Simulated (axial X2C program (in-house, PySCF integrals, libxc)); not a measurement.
**Potential curves of SbCl⁺, with spin–orbit coupling**

Calculated with an in-house all-electron X2C program for linear molecules (integrals from PySCF). Two-component (2c) means X2C with spin–orbit coupling and atomic mean-field two-electron Coulomb and Gaunt terms. Basis: Sb dyall-cv3z [11s12p8d4f1g], Cl dyall-av3z [9s8p3d2f] (cores contracted in-house); Gaussian nuclei, density fitting, unrestricted open shells. Masses: Sb 120.904 u, Cl 34.969 u.

State: Ω = 1/2 (⟨Sz⟩ = -0.49, ⟨Lz⟩ = 0.99 at LDA). Energies in eV from the lowest point of each curve. Fits are polynomials in 1 − R0/R over 0.85 to 1.23 times the lowest point R0.

```
 R (Å)     LDA    PBE0
1.9575  1.1972  1.2616
2.0475  0.4793  0.5119
2.1150  0.1807  0.1971
2.1825  0.0332  0.0392
2.2500  0.0000  0.0000
2.3287  0.0672  0.0650
2.4075  0.2160  0.2159
2.5088  0.4855  0.4930
2.6325  0.8820  0.9043
2.8125  1.5020  1.5513
```

Occupations by symmetry block were frozen at the best pattern of an incomplete PBE0 search. Density functionals use the spin component along the axis (collinear). Without a current term, density functionals place determinants with orbital angular momentum somewhat too high.

**Question.** Fit the LDA curve near its minimum: give the equilibrium distance and the harmonic wavenumber.

**Answer.** At LDA, 2c: Re = 2.239 Å, ωe ≈ 442 cm⁻¹; Be follows as 0.124 cm⁻¹.

**Question.** Fit the PBE0 curve near its minimum: give the equilibrium distance and the harmonic wavenumber.

**Answer.** At PBE0, 2c: Re = 2.243 Å, ωe ≈ 448 cm⁻¹; Be follows as 0.124 cm⁻¹.
